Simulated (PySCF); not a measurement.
C4H7F. Atoms are numbered in the order given.

```xyz
12

C      0.7887    -1.3806     0.0000
C     -0.0608    -0.1483     0.0000
F     -1.3935    -0.4592     0.0000
C      0.3054     1.0815    -0.7567
C      0.3054     1.0815     0.7567
H      0.5803    -1.9899    -0.8927
H      1.8554    -1.1176     0.0000
H      0.5803    -1.9899     0.8927
H     -0.5139     1.6064    -1.2538
H      1.2608     1.1066    -1.2879
H     -0.5139     1.6064     1.2538
H      1.2608     1.1066     1.2879
```
Charge 0, spin multiplicity 1.

Geometry: PBE0-D3(BJ)/def2-SVP.

Method: PBE0-D3(BJ)/def2-SVP (PySCF 2.14.0).

Frequencies are harmonic and unscaled.

```tsv
mode	ν (cm⁻¹)	IR (km/mol)	moving atoms (share of kinetic energy)
1	228	0.0	H 96 %
2	313	0.9	H 49 %, C 44 %
3	342	0.4	C 45 %, H 39 %, F 16 %
4	406	8.0	F 44 %, C 34 %, H 21 %
5	464	0.2	C 52 %, H 32 %, F 16 %
6	724	12.5	C 55 %, H 25 %, F 20 %
7	768	0.1	H 94 %
8	858	1.2	H 70 %, C 29 %
9	931	7.7	H 64 %, C 32 %
10	948	14.6	H 53 %, C 46 %
11	966	16.7	H 50 %, C 26 %, F 24 %
12	1026	18.4	H 77 %, C 21 %
13	1068	0.1	H 61 %, C 39 %
14	1078	10.1	C 70 %, H 29 %
15	1134	22.8	C 58 %, H 42 %
16	1175	1.3	H 76 %, C 24 %
17	1314	55.1	C 57 %, H 37 %
18	1354	24.2	H 68 %, C 31 %
19	1415	6.1	H 91 %, C 9 %
20	1421	25.8	H 59 %, C 41 %
21	1447	2.6	H 96 %
22	1466	4.4	H 91 %, C 9 %
23	1524	34.2	C 65 %, H 35 %
24	3062	15.7	H 97 %
25	3153	7.8	H 95 %
26	3156	0.6	H 94 %
27	3156	9.6	H 90 %, C 10 %
28	3175	10.5	H 91 %, C 9 %
29	3253	0.4	H 89 %, C 11 %
30	3262	2.5	H 89 %, C 11 %
```
